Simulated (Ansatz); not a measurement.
System: SiH2S2, charge 0, singlet. SiH2S2 (SMILES S[Si]S).
B3LYP-D3(BJ)/def2-TZVP minimum from Ansatz (a quantum-chemistry and plane-wave program):
```
Si
S 1 2.1570
H 2 1.3451 1 94.99
S 1 2.1615 2 98.46 3 -180.00
H 4 1.3469 1 101.50 2 0.00
```
Charge 0, spin multiplicity 1.

Total energies in cc-pV(T+d)Z, 18 correlated electrons, 15 frozen orbitals. UHF or UKS for unpaired electrons; spin-orbit terms are left out. Correlated methods leave the cores frozen. No relativity.

```tsv
method	program	energy (Eh)	minus CCSDT(Q) (mEh)
HF	Ansatz	-1085.24521	529.58
MP2	Ansatz	-1085.70050	74.29
CCSD	Ansatz	-1085.74582	28.97
CCSD(T)	Ansatz	-1085.77153	3.26
CCSDT(Q)	Ansatz	-1085.77479	0.00
```

Rough core times of Ansatz's runs on a shared machine: CCSD(T) under 20 s, CCSDT(Q) 70 min.
